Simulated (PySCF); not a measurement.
A side-by-side comparison of computed properties.

First species: CH12OSi4.
Cartesian coordinates in Å at the GFN2-xTB level; atoms count from 1:
```xyz
18
CH12OSi4 angstrom
C     -1.024    0.420    1.647
Si    -1.298   -0.508   -0.001
Si    -1.897    1.024   -1.639
Si     0.647   -1.725   -0.435
Si     2.546   -0.426   -0.461
O      1.846    1.055   -0.454
H     -0.783   -0.264    2.456
H     -1.904    0.982    1.947
H     -0.201    1.122    1.553
H     -2.444   -1.411    0.267
H     -1.997    0.384   -2.955
H     -3.187    1.689   -1.419
H     -0.920    2.107   -1.783
H      0.508   -2.432   -1.723
H      0.850   -2.838    0.514
H      3.450   -0.514    0.696
H      3.437   -0.512   -1.627
H      2.363    1.855   -0.482
```

Second species: CH12OSi4.
SMILES with atom numbers: `[OH:1][SiH2:2][C:3]([SiH3:4])([SiH3:5])[SiH3:6]` (hydrogens: H7 on O1; H8, H9 on Si2; H10, H11, H12 on Si4; H13, H14, H15 on Si5; H16, H17, H18 on Si6)

Geometry (GFN2-xTB, Å), atoms numbered from 1 in this order:
```xyz
18
CH12OSi4 angstrom
O     -1.8106   -0.0445    1.8411
Si    -1.0658   -1.0683    0.8175
C      0.1507    0.0150   -0.1518
Si    -0.8033    1.3781   -1.0813
Si     1.3825    0.8319    1.0515
Si     1.0760   -1.0972   -1.3851
H     -2.4779   -0.3556    2.4456
H     -0.3920   -2.1242    1.5846
H     -2.0645   -1.7082   -0.0489
H      0.1277    2.1713   -1.8949
H     -1.8018    0.7817   -1.9788
H     -1.4914    2.2851   -0.1598
H      0.7104    1.7358    1.9877
H      2.3751    1.6084    0.2968
H      2.0961   -0.1925    1.8256
H      0.1368   -1.7411   -2.3103
H      1.8081   -2.1564   -0.6819
H      2.0352   -0.3131   -2.1692
```

Levels: CAM-B3LYP/def2-SVPD for dipole moment, HOMO energy, LUMO energy, HOMO–LUMO gap, static isotropic polarisability and electronic spatial extent ⟨r²⟩ about the centre of nuclear charge; TDDFT CAM-B3LYP/def2-SVPD for lowest singlet excitation; TDA CAM-B3LYP/def2-SVPD for lowest triplet excitation (Tamm–Dancoff); GFN2-xTB for rotational constant A and rotational constant C. Geometries: GFN2-xTB. All species are isolated and taken at one optimised geometry, non-relativistic unless stated; the electronic structure was computed with PySCF and density fitting.

Dipoles, sizes and rotational constants follow the conformer. The torsions of the flexible species, by atom-mapped SMILES:
- `[CH3:1][Si@@H:2]([SiH3:3])[SiH2:4][SiH2:5][OH:6]`: C1–Si2–Si4–Si5 -55°, Si2–Si4–Si5–O6 -11°, H–O6–Si5–Si4 -179°
- `[OH:1][SiH2:2][C:3]([SiH3:4])([SiH3:5])[SiH3:6]`: O1–Si2–C3–Si4 -60°, H–O1–Si2–C3 180°

Values for the first species:

```
Dipole moment                                                     : 1.56 D
HOMO energy                                                       : -9.09 eV
LUMO energy                                                       : 0.08 eV
HOMO–LUMO gap                                                     : 9.17 eV
Lowest singlet excitation                                         : 6.22 eV
Lowest triplet excitation (Tamm–Dancoff)                          : 5.47 eV
Static isotropic polarisability                                   : 132.2 au
Electronic spatial extent ⟨r²⟩ about the centre of nuclear charge : 1735 bohr²
Rotational constant A                                             : 1.805 GHz
Rotational constant C                                             : 0.775 GHz
```

Q: Estimate the same properties for the second species, and the change in each.

A: 
```csv
property,first,second,second less first
dipole moment,1.56 D,1.45 D,-0.11 D
HOMO energy,-9.09 eV,-9.94 eV,-0.85 eV
LUMO energy,0.08 eV,0.49 eV,+0.41 eV
HOMO–LUMO gap,9.17 eV,10.43 eV,+1.26 eV
lowest singlet excitation,6.22 eV,7.14 eV,+0.92 eV
lowest triplet excitation (Tamm–Dancoff),5.47 eV,6.81 eV,+1.34 eV
static isotropic polarisability,132.2 au,119.8 au,-12.4 au
electronic spatial extent ⟨r²⟩ about the centre of nuclear charge,1735 bohr²,1437 bohr²,-298 bohr²
rotational constant A,1.805 GHz,1.505 GHz,-0.300 GHz
rotational constant C,0.775 GHz,1.122 GHz,+0.347 GHz
```

On the first: The polarisability is 19.59 Å³ as a volume (1 au = 0.148185 Å³), or 1.61 au for each of the 82 electrons. A dipole of 1.56 D is allowed in C1, and pure rotational transitions are dipole-allowed. GFN2-xTB frequencies show an imaginary mode (20i cm⁻¹), so this geometry is no minimum at that level.

On the second: The principal polarisabilities are 119.2, 119.6 and 120.5 au; their mean is the isotropic value. S1 lies 3.29 eV below the HOMO–LUMO gap.
